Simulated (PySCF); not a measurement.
**Nuclear quadrupole coupling in `CN(C)P1(=N[SiH3])C=C1`**

Species: C₄H₁₁N₂PSi.
Geometry (PBE0-D3(BJ)/def2-SVP, Å), atoms numbered from 1 in this order:
```xyz
19
C4H11N2PSi angstrom
C     -1.3660   -1.6432    0.3692
N     -1.1930   -0.3186   -0.1827
C     -2.4035    0.3600   -0.5668
P      0.3243    0.3575   -0.3326
N      1.3880   -0.6520    0.1624
Si     3.0868   -0.6361    0.3087
C      0.3373    2.1117   -0.3116
C      0.4337    1.6052   -1.5596
H     -1.9914   -1.6108    1.2798
H     -1.8581   -2.3113   -0.3604
H     -0.3834   -2.0569    0.6254
H     -2.9452   -0.2038   -1.3479
H     -3.0841    0.4786    0.2959
H     -2.1877    1.3601   -0.9638
H      3.5631   -1.9726    0.7820
H      3.7932   -0.3474   -0.9878
H      3.5864    0.3854    1.2929
H      0.3261    3.1006    0.1578
H      0.5414    1.9888   -2.5792
```

Field gradients from the PBE0/pcSseg-1 density (PySCF, non-relativistic), principal values in atomic units, ordered |Vxx| ≤ |Vyy| ≤ |Vzz|:

| atom | Vxx | Vyy | Vzz |
| --- | --- | --- | --- |
| N2 | 0.6086 | 0.6441 | -1.2527 |
| N5 | -0.2703 | -0.3293 | 0.5996 |

Q: Find the asymmetry η = (Vxx − Vyy)/Vzz and the couplings χ = eQV/h (234.96 MHz × Q in barn × V in au), with Q(14N) = 0.02044 b.

A: 
```csv
atom,environment,nucleus,η,χzz (MHz),χxx (MHz),χyy (MHz)
N2,nitrogen bonded to 2 C and P,14N,0.03,-6.02,2.92,3.09
N5,nitrogen bonded to P and Si,14N,0.10,2.880,-1.298,-1.581
```

The gradient is axial or nearly so (η below 0.05) at N2. The tensor is traceless: Vxx + Vyy + Vzz = 0.

Q: What is Vzz at N2 in SI units (1 au = 9.71736 × 10²¹ V/m²)?

A: -1.2527 au = -12.173 × 10²¹ V/m².

Q: And the gradient at the other heavy atoms, for which no coupling is worked out here?

A: 
```
atom                       environment  Vzz (au)     η
  C1                   N-methyl carbon     0.318  0.38
  C3                   N-methyl carbon     0.265  0.10
  P4  phosphorus bonded to 2 C and 2 N     0.424  0.81
 Si6                      SiH3 silicon     0.167  0.30
  C7                  alkene CH carbon     0.415  0.59
  C8                  alkene CH carbon     0.412  0.59
```

Q: What couplings would deuterons (Q(2H) = 0.00286 b) have in place of the hydrogens, at this geometry?

A: 
| atom | bonded to | bond length (Å) | Vzz (au) | η | χzz (kHz) |
| --- | --- | --- | --- | --- | --- |
| H9 | C1 | 1.105 | 0.2797 | 0.07 | 188 |
| H10 | C1 | 1.105 | 0.2800 | 0.07 | 188 |
| H11 | C1 | 1.097 | 0.2799 | 0.06 | 188 |
| H12 | C3 | 1.105 | 0.2783 | 0.06 | 187 |
| H13 | C3 | 1.105 | 0.2781 | 0.06 | 187 |
| H14 | C3 | 1.097 | 0.2887 | 0.09 | 194 |
| H15 | Si6 | 1.496 | 0.1392 | 0.02 | 94 |
| H16 | Si6 | 1.504 | 0.1340 | 0.03 | 90 |
| H17 | Si6 | 1.504 | 0.1342 | 0.03 | 90 |
| H18 | C7 | 1.095 | 0.3052 | 0.03 | 205 |
| H19 | C8 | 1.095 | 0.3052 | 0.03 | 205 |

Geometry: PBE0-D3(BJ)/def2-SVP, one conformer, isolated molecule. The small basis limits the accuracy of the gradients.
